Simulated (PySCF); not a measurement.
## How methods differ on the excitation energy of Au⁺

Au⁺ [Xe] 4f14 5d10 (1S) → Au⁺ [Xe] 4f14 5d9 6s1 (3D), as a difference of total energies. Calculation: PySCF 2.14, in x2c-TZVPPall; scalar relativity by spin-free X2C-1e. Correlated levels: valence: [Xe] 4f14 frozen; valence and next inner shell: [Kr] 4d10 4f14 frozen. The calculations carry no spin-orbit coupling.

| method | excitation energy (eV) |
| --- | --- |
| UHF | 2.087 |
| PBE | 2.205 |
| PBE0 | 2.311 |
| r2SCAN | 2.007 |
| PBEsol | 2.236 |
| r2SCAN0 | 2.135 |
| BLYP | 2.120 |
| MP2 (valence) | 2.639 |
| SCS-MP2 (valence) | 2.701 |
| SCS-MP2 (valence and next inner shell) | 2.534 |

Task: Estimate what MP2 (valence and next inner shell) gives.

Result: 2.488 eV, closest to SCS-MP2 (valence and next inner shell) among the rows shown.

Task: Estimate what LDA gives.

Result: 2.304 eV, closest to PBE0 among the rows shown.

A first-order spin-orbit estimate (lowest level to lowest level, LS coupling) adds -0.663 eV.

The basis was made for the ground configuration and has no added diffuse functions, so the excitation energy can come out too high.
